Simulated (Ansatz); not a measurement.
`BN[SiH3]` + `NCF` → `FCN[SiH3]` + `BN` at 400 K and 1 bar (ligand exchange at the Si–N bond).

Calculated with Ansatz (gas phase, PBE0-D4/def2-TZVP geometries, no zero-point term in ΔE). CBS: MP2 limit from def2 TZ/QZ plus the TZ coupled-cluster correction, frozen cores. This one scheme is used for every species. One conformer a species, not always the lowest.

| species | CCSD(T)/CBS energy (Eh) | H − E (kJ/mol) | S (J/(mol·K)) |
| --- | --- | --- | --- |
| `BN[SiH3]` | -372.22946 | 191.4 | 318.7 |
| `NCF` | -194.94856 | 170.1 | 276.5 |
| `FCN[SiH3]` | -485.24366 | 218.7 | 345.4 |
| `BN` | -81.93499 | 142.5 | 243.5 |

H − E and S are ideal-gas, rigid-rotor, harmonic terms from PBE0-D4/def2-TZVP, for one conformer and one mirror image of each species. 1 Eh = 2625.50 kJ/mol, R = 8.31446 J/(mol·K).

**Question.** By hand: ΔE, ΔH, ΔS and ΔG.

**Answer.** ΔE = (-485.24366) + (-81.93499) − (-372.22946) − (-194.94856) = -0.00063 Eh = -1.7 kJ/mol. Δ(H − E) = 218.7 + 142.5 − 191.4 − 170.1 = -0.3, so ΔH = -2.0 kJ/mol. ΔS = 345.4 + 243.5 − 318.7 − 276.5 = -6.3 J/(mol·K). ΔG = -2.0 − 400 × (-6.3)/1000 = 0.5 kJ/mol.

**Question.** By hand: the equilibrium constant, and the temperature at which ΔG would vanish if ΔH and ΔS stayed fixed.

**Answer.** log₁₀ K = −ΔG/(RT ln 10) = -0.1. ΔG = 0 at ΔH/ΔS = 317 K, though so small a ΔH makes that figure unsure.

TΔS isn't small against ΔH here. The sign of ΔG lies within the doubt. A doubt of 5 kJ/mol in ΔE shifts log₁₀ K by 0.7 here. Other conformers and mirror images would add mixing entropy, several J/(mol·K) or more a flexible species. These are equilibria of isolated gas molecules and say nothing of rates. Largest T1 diagnostic: 0.012 (customary marks: 0.02 for closed shells, 0.045 for open ones).
